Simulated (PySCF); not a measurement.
Tc²⁺: excitation energy

Tc²⁺ [Kr] 4d5 (6S) → Tc²⁺ [Kr] 4d4 5s1 (6D), as a difference of total energies. Calculation: PySCF 2.14, in ANO-RCC-VTZP; the spin-free X2C one-electron Hamiltonian (Gaussian nucleus). Correlated levels: valence and next inner shell: [Ar] 3d10 frozen. The calculations carry no spin-orbit coupling.

```tsv
method	excitation energy (eV)
UHF	5.775
MP2 (valence and next inner shell)	5.849
SCS-MP2 (valence and next inner shell)	5.806
CCSD (valence and next inner shell)	5.785
CCSD(T) (valence and next inner shell)	5.769
```

A first-order spin-orbit estimate (lowest level to lowest level, LS coupling) adds -0.177 eV.

The basis was made for the ground configuration and has no added diffuse functions, so the excitation energy can come out too high.
